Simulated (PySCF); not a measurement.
SMILES C[Si](O)(O)[CH2][GeH3] (C₂H₁₀GeO₂Si), GFN2-xTB optimised geometry.

```
16

Si     1.73    -0.36     1.61
C      1.14     1.43     1.87
O      3.35    -0.46     1.48
O      1.34    -1.28     2.90
C      1.02    -1.07     0.00
Ge    -0.94    -1.07     0.00
H      1.52     2.09     1.09
H      1.48     1.83     2.82
H      0.06     1.50     1.85
H      3.88    -0.52     2.27
H      0.42    -1.42     3.12
H      1.37    -0.50    -0.85
H      1.38    -2.09    -0.13
H     -1.51    -1.78    -1.19
H     -1.52     0.31     0.00
H     -1.50    -1.76     1.21
```

Density from CAM-B3LYP/def2-TZVP run with PySCF at that geometry.

Minimum of the electron density along straight lines between bonded atoms, close to the bond critical point (lines longer than 1.1 times the sum of covalent radii, or with two minima, are not listed):

```tsv
bond	length / Å	ρ at the minimum / e bohr⁻³	∇²ρ there / e bohr⁻⁵	position (fraction from the first atom)
Si1–C2	1.902	0.121	0.12	0.39
Si1–O3	1.626	0.146	0.89	0.41
Si1–O4	1.636	0.142	0.84	0.41
Si1–C5	1.898	0.120	0.12	0.39
C5–Ge6	1.955	0.126	…	0.53
C2–H7	1.085	0.276	-0.93	0.64
C2–H8	1.086	0.275	-0.92	0.64
C2–H9	1.087	0.274	-0.92	0.64
O3–H10	0.953	0.360	-2.49	0.81
O4–H11	0.953	0.361	-2.49	0.81
C5–H12	1.087	0.273	-0.91	0.64
C5–H13	1.089	0.273	-0.91	0.64
Ge6–H14	1.501	0.141	0.09	0.60
Ge6–H15	1.497	0.142	0.09	0.60
Ge6–H16	1.504	0.140	…	0.59
```

Problem. Complete the blanks.

Solution. 
- C5–Ge6, ∇²ρ there / e bohr⁻⁵: 0.08
- Ge6–H16, ∇²ρ there / e bohr⁻⁵: 0.10
